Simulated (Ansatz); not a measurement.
A nudged elastic band was laid between two geometries of CH5InS (8 atoms, charge 0, multiplicity 1).

These are results of Ansatz 0.2.0, RKS PBE-D4/def2-SVP, not measurements.

- movable images: 5
- climbing image: yes
- spring: 5.0 eV/Å²
- optimiser: quadratic models (default)
- start path: through a guess of the saddle point
- force threshold: 0.03 eV/Å
- iteration limit: 60
- end points: relaxed

Initial state:

```xyz
8
Properties=species:S:1:pos:R:3
In -0.146 0.314 -0.670
H -0.399 1.590 -1.828
S -0.404 -1.949 -1.555
H -0.701 -1.517 -2.812
C 0.353 0.377 1.442
H -0.522 0.750 2.011
H 1.201 1.069 1.609
H 0.618 -0.634 1.803
```

Final state:

```xyz
8
Properties=species:S:1:pos:R:3
In -0.060 -1.139 0.016
H -0.535 1.274 -2.684
S -0.502 -2.624 -1.582
H -0.573 0.505 -2.662
C 0.364 0.314 1.539
H -0.585 0.780 1.862
H 1.039 1.082 1.117
H 0.851 -0.191 2.394
```

(1) What changes between the two ends?

(2) Give the energies along the band, and the barrier.

(3) What is the geometry of the highest image?

(4) What are the harmonic wavenumbers there?

## Answers

(1) Bonds broken: In1–H2, S3–H4. Bonds formed: H2–H4. CH5InS becomes CH3InS + H2.

(2) The forces met the threshold. The highest image is number 3 of 0 to 6, 169.1 kJ/mol above the first end and 105.3 kJ/mol above the last; the last end lies 63.8 kJ/mol above the first. A vibrational analysis at the climbing image gives one clearly imaginary mode, 1332i cm⁻¹: a first-order saddle point. The orbitals stay closed-shell, which can raise the energy where a bond breaks towards radicals; this wasn't checked here.

```
image  path coordinate (Å)  energy (kJ/mol)  In1–H2 (Å)  S3–H4 (Å)  H2–H4 (Å)
    0                 0.00              0.0        1.74       1.36       3.27
    1                 0.75             11.1        1.75       1.36       2.74
    2                 1.50             57.7        1.78       1.38       1.95
    3                 2.25            169.1        2.08       1.75       1.07
    4                 2.85             97.2        2.56       2.36       0.79
    5                 3.45             67.4        3.10       2.90       0.77
    6                 4.05             63.8        3.65       3.31       0.77
```

(3) 
```xyz
8
Properties=species:S:1:pos:R:3
In -0.101 -0.571 -0.374
H -0.449 0.720 -1.965
S -0.560 -1.997 -2.180
H -0.566 -0.258 -2.372
C 0.364 0.402 1.496
H -0.558 0.883 1.873
H 1.138 1.168 1.300
H 0.733 -0.347 2.221
```

(4) 1332i, 53, 93, 112, 380, 498, 702, 713, 754, 1006, 1127, 1372, 1373, 1394, 1449, 2995, 3120, 3125 cm⁻¹.

Run time: 41 s on 2 threads of AMD EPYC 9R45 96-Core Processor (Zen 5), on a shared host, peak memory 0.14 GiB.
